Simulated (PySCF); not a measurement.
# Al(2+) (aluminium, charge +2) across methods

[Ne] 3d1, 2D determinant (an excited configuration). All numbers are calculated (PySCF 2.14, no relativity, point nucleus, in aug-cc-pV(D+d)Z).

| method | E (hartree) | mean ε 2p α (eV) | mean ε 2p β (eV) | mean ε 3d α (eV) | Σ⟨r²⟩ (bohr²) | ⟨S²⟩ |
| --- | --- | --- | --- | --- | --- | --- |
| PBE | -240.8018 | -94.901 | -94.851 | -12.201 | 16.29 | 0.750 |
| wB97X-V | -240.8915 | -101.66 | -101.63 | -14.178 | 16.56 | 0.750 |
| PBE0 | -240.8231 | -99.673 | -99.626 | -12.658 | 16.55 | 0.750 |
| UHF | -240.49883 | -112.78 | -112.75 | -13.730 | 17.71 | 0.750 |
| r2SCAN | -240.9138 | -96.684 | -96.654 | -12.015 | 16.64 | 0.750 |
| r2SCANh | -240.9103 | -98.392 | -98.361 | -12.203 | 16.71 | 0.750 |
| B97-3 | -240.9191 | -99.954 | -99.946 | -12.715 | 16.48 | 0.750 |
| LDA | -239.8669 | -94.894 | -94.845 | -11.890 | 16.49 | 0.750 |

Question: Estimate the same row for LC-wPBE.

Answer: E (hartree) = -240.8285; mean ε 2p α (eV) = -100.84; mean ε 2p β (eV) = -100.79; mean ε 3d α (eV) = -14.368; Σ⟨r²⟩ (bohr²) = 16.39; ⟨S²⟩ = 0.750.

The outer electron is Rydberg-like, and this basis confines it to a smaller radius and binds it less than a complete one would.
